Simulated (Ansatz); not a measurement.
Abridged output of a molecular run in Ansatz:

```
Functional definition: HF
1454 factors; integrals over basis functions are off by at most 9.3e-4 eV
mean field evaluation 1: about -202542.0932 eV, gradient 1.8e1 eV
mean field evaluation 2: about -202542.3320 eV, gradient 1.8e1 eV
mean field evaluation 4: about -202543.8901 eV, gradient 2.8e0 eV
mean field evaluation 8: about -202543.9399 eV, gradient 2.0e-1 eV
mean field evaluation 16: about -202543.9401 eV, gradient 1.8e-6 eV
mean field -202543.94012830 eV, -7443.3525105014 hartree, gradient 1.8e-6 eV, S^2 0.000000; 0 other end points of the search recorded, 0 dependent functions left out
32 core orbitals not correlated: weight in the atoms' cores, before any rotation towards them, 1.000 or more for the frozen orbitals, at most 0.000 for the correlated occupied ones
reference -202543.94012830 eV, -7443.3525105014 hartree; 27, 27 occupied and 169, 169 virtual orbitals, 1454 factors
second order -24.28538698 eV of doubles, -0.00000000 eV of singles
cycle   1  -24.25803538 eV  change    2.7e-2 eV  update   1.0e-1
cycle   2  -24.90935883 eV  change   -6.5e-1 eV  update   2.9e-2
cycle   3  -24.96850770 eV  change   -5.9e-2 eV  update   1.3e-2
cycle   4  -24.95109432 eV  change    1.7e-2 eV  update   3.5e-3
cycle   5  -24.95235549 eV  change   -1.3e-3 eV  update   1.4e-3
cycle   6  -24.95172373 eV  change    6.3e-4 eV  update   3.8e-4
cycle   7  -24.95152167 eV  change    2.0e-4 eV  update   1.2e-4
cycle   8  -24.95158648 eV  change   -6.5e-5 eV  update   3.9e-5
cycle   9  -24.95159735 eV  change   -1.1e-5 eV  update   1.4e-5
perturbative correction -0.97740644 eV, -0.0359190242 hartree
Total energy: -202569.86913208 eV, -7444.3053838152 hartree
```

Its atoms:

Cartesian coordinates in Å:
```
Se -2.007 -1.580 -0.714
Al -0.200 -0.326 0.002
Se 1.249 -1.345 1.490
Se 0.061 1.833 -0.789
H -2.492 -0.461 -1.535
H 2.110 -0.155 1.536
H 1.278 2.034 0.009
```

Which basis set was used?
A. def2-SVPD
B. cc-pV(Q+d)Z
C. def2-TZVPP
D. cc-pV(D+d)Z

C. It gives 228 functions.

Write the keys of the input that set method, charge and spin (a neutral closed shell needs none for the last two).


```yaml
correlation: {method: ccsd_t}
```
